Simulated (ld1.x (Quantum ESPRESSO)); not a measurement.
# Co PAW: all-electron and pseudo phase curves

cobalt, PAW, made with ld1.x (Quantum ESPRESSO) 7.5 (PBEsol, scalar-relativistic). Core [Ne] 3s2, reference 3p6 3d7 4s1.5 4p0.5. Waves: 4s (bound): rcut 2.15, rcutus 2.70 bohr; 4s channel at 0.9 Ry: rcut 2.15, rcutus 2.70 bohr; 3p (bound): rcut 1.15, rcutus 1.35 bohr; 4p (bound): rcut 1.15, rcutus 1.35 bohr; 3d (bound): rcut 1.20, rcutus 1.60 bohr; 3d channel at 2.35 Ry: rcut 1.20, rcutus 1.60 bohr. Local part: all-electron potential smoothed inside 2.35 bohr (lloc = -2). Core correction: Bessel-smoothed model core inside 0.95 bohr. Augmentation charge: BESSEL, radius 1.15 bohr.

The phase is arctan(r·u′/u) with u = r·R(r), unwrapped; energies in Ry, scanned from -7 to 5 Ry. A pole is an energy at which the radial function vanishes at the test radius. The pseudo phase is shifted by a multiple of π to meet the all-electron one at the reference energy, and phase errors are pseudo minus all-electron; the curves can meet again beyond the range given. Levels narrower than the energy grid can be missing from the lists of poles. n/a: not evaluated, since a narrow level or a reset projector energy made the automatic matching unsafe.

| channel | radius (bohr) | reference energy (Ry) | poles, all-electron | poles, pseudo | unbroken range about the reference energy with phases within 0.05 rad | phase error 1 Ry above the reference energy (rad) |
| --- | --- | --- | --- | --- | --- | --- |
| s | 2.96 | -0.45 | 0.56 | 0.56 | below 2.7 | -0.000 |
| p | 2.96 | -0.13 | 1.41 | 1.42 | n/a | n/a |
| d | 2.96 | -0.67 | -0.62, 2.96 | -0.62, 2.96 | the whole range | +0.001 |

Phases in the s channel:

| E (Ry) | all-electron | pseudo |
| --- | --- | --- |
| -7.00 | 1.437 | 1.436 |
| -6.74 | 1.434 | 1.433 |
| -6.48 | 1.431 | 1.430 |
| -6.22 | 1.427 | 1.427 |
| -5.96 | 1.424 | 1.423 |
| -5.70 | 1.420 | 1.419 |
| -5.44 | 1.416 | 1.415 |
| -5.18 | 1.411 | 1.411 |
| -4.92 | 1.406 | 1.406 |
| -4.66 | 1.401 | 1.400 |
| -4.40 | 1.395 | 1.394 |
| -4.14 | 1.388 | 1.388 |
| -3.88 | 1.380 | 1.380 |
| -3.62 | 1.371 | 1.371 |
| -3.36 | 1.361 | 1.361 |
| -3.10 | 1.350 | 1.349 |
| -2.84 | 1.336 | 1.335 |
| -2.58 | 1.319 | 1.319 |
| -2.32 | 1.297 | 1.297 |
| -2.06 | 1.270 | 1.269 |
| -1.80 | 1.231 | 1.231 |
| -1.54 | 1.175 | 1.175 |
| -1.28 | 1.083 | 1.083 |
| -1.02 | 0.905 | 0.904 |
| -0.76 | 0.463 | 0.463 |
| -0.50 | -0.502 | -0.502 |
| -0.24 | -1.132 | -1.132 |
| 0.02 | -1.374 | -1.374 |
| 0.28 | -1.493 | -1.493 |
| 0.54 | -1.567 | -1.567 |
| 0.80 | -1.621 | -1.621 |
| 1.06 | -1.667 | -1.667 |
| 1.32 | -1.710 | -1.710 |
| 1.58 | -1.755 | -1.756 |
| 1.84 | -1.809 | -1.810 |
| 2.10 | -1.879 | -1.883 |
| 2.36 | -1.983 | -1.993 |
| 2.62 | -2.159 | -2.191 |
| 2.88 | -2.512 | -2.621 |
| 3.14 | -3.195 | -3.433 |
| 3.40 | -3.860 | -4.045 |
| 3.66 | -4.197 | -4.319 |
| 3.92 | -4.364 | -4.459 |
| 4.18 | -4.461 | -4.544 |
| 4.44 | -4.523 | -4.605 |
| 4.70 | -4.568 | -4.654 |
| 4.96 | -4.601 | -4.699 |
